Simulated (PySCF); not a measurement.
# Al (aluminium, neutral) across methods

[Ne] 3s2 3p1, 2P determinant. Calculation: PySCF 2.14, in x2c-QZVPPall with one added diffuse shell each of s, p, d, f type (10s7p5d3f1g, 86 functions); the spin-free X2C one-electron Hamiltonian (Gaussian nucleus).

```tsv
method	E (hartree)	mean ε 3s α (eV)	mean ε 3s β (eV)	mean ε 3p α (eV)	Σ⟨r²⟩ (bohr²)	⟨S²⟩
wB97X-V	-242.7663	-11.335	-10.365	-5.726	32.42	0.756
PBE	-242.6780	-7.905	-7.310	-3.087	32.71	0.755
LDA	-241.7548	-8.023	-7.443	-3.006	32.81	0.752
BHandHLYP	-242.8161	-9.918	-8.994	-4.463	32.55	0.757
r2SCAN	-242.7782	-8.056	-7.402	-3.334	32.38	0.763
PBE0	-242.6971	-8.994	-8.189	-3.900	32.47	0.757
UHF	-242.31748	-11.604	-9.917	-5.935	33.14	0.770
CAM-B3LYP	-242.8176	-10.332	-9.470	-4.855	32.44	0.756
```

Problem. Estimate the same row for HSE06.

Solution. E (hartree) = -242.7126; mean ε 3s α (eV) = -8.590; mean ε 3s β (eV) = -7.803; mean ε 3p α (eV) = -3.513; Σ⟨r²⟩ (bohr²) = 32.47; ⟨S²⟩ = 0.757.
